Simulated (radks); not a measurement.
Kinetic energies: the exact non-interacting value of the Kohn-Sham orbitals and orbital-free approximations, as 100 (|E| - |E exact|)/|E exact|, negative where the magnitude is too small. Species: Sb3+ [Kr] 4d10 5s2; Cr [Ar] 3d5 4s1; Ru3+ [Kr] 4d5; Bi [Hg] 6p3. All-electron calculation, non-relativistic Kohn-Sham, PBE, spin-polarised, spherical densities, point nucleus. Program: a radial shooting solver on a logarithmic mesh with Libxc functionals. Every spin shell is full or empty, so the densities are truly spherical. Functionals are evaluated on that one density, not self-consistently.

functional          Sb3+       Cr     Ru3+       Bi
exact (hartree)  6311.25  1043.36  4439.37  20094.7
Thomas-Fermi       -5.26    -6.70    -5.49    -4.55
TF + vW           +36.05   +46.72   +37.91   +30.41
TF + vW/9          -0.67    -0.77    -0.67    -0.67
TF + vW/5          +3.00    +3.98    +3.19    +2.44
APBEK              +0.13    +0.09    +0.15    +0.05
revAPBEK           +0.30    +0.37    +0.34    +0.19
Perdew 92          -0.66    -0.76    -0.66    -0.66
Thakkar            -0.57    -0.38    -0.51    -0.78
PG1               +14.97   +20.64   +15.92   +12.23
